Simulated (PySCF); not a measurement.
ErSi: energy against distance

Set-up: basis Er x2c-TZVPall, Si x2c-TZVPall; spin-free X2C with a Gaussian nucleus; PySCF 2.14. Energies in eV from Er (4f12 6s2) + Si in their ground configurations at the same level. State: quintet, about 11.8 electrons in the 4f shell (Mulliken), real f orbitals that mix terms.

| R (Å) | BP86 | PBE |
| --- | --- | --- |
| 2.437 | -1.481 | -1.556 |
| 2.551 | -1.667 | -1.744 |
| 2.664 | -1.744 | -1.821 |
| 2.749 | -1.750 | -1.827 |
| 2.834 | -1.724 | -1.802 |
| 2.919 | -1.676 | -1.753 |
| 3.032 | -1.586 | -1.663 |
| 3.174 | -1.452 | -1.527 |
| 3.344 | -1.279 | -1.351 |
| 3.571 | -1.051 | -1.117 |

Q: Put a parabola through the three lowest points of the BP86 curve and estimate Re, k and ωe (reduced mass 23.94 u; 1 eV/Å² = 0.16022 mdyn/Å; ωe = 1302.8·√(k/μ) cm⁻¹).

A: Through R = 2.664, 2.749, 2.834 Å the second-order coefficient is 2.21 eV/Å², so Re ≈ 2.722 Å, k ≈ 0.710 mdyn/Å and ωe ≈ 224 cm⁻¹. A polynomial fit of higher order to the unrounded BP86 energies gives Re = 2.720 Å, k = 0.777 mdyn/Å, ωe = 235 cm⁻¹; anharmonicity and rounding make the difference.

The higher-order fit for each curve: BP86: Re = 2.720 Å, ωe = 235 cm⁻¹, De = 1.75 eV; PBE: Re = 2.720 Å, ωe = 235 cm⁻¹, De = 1.83 eV.

These are scalar-relativistic numbers at best; spin–orbit coupling would shift them, the dissociation energy most. With d or f electrons several states lie close, and the lowest PBE0 determinant need not be the measured ground state.
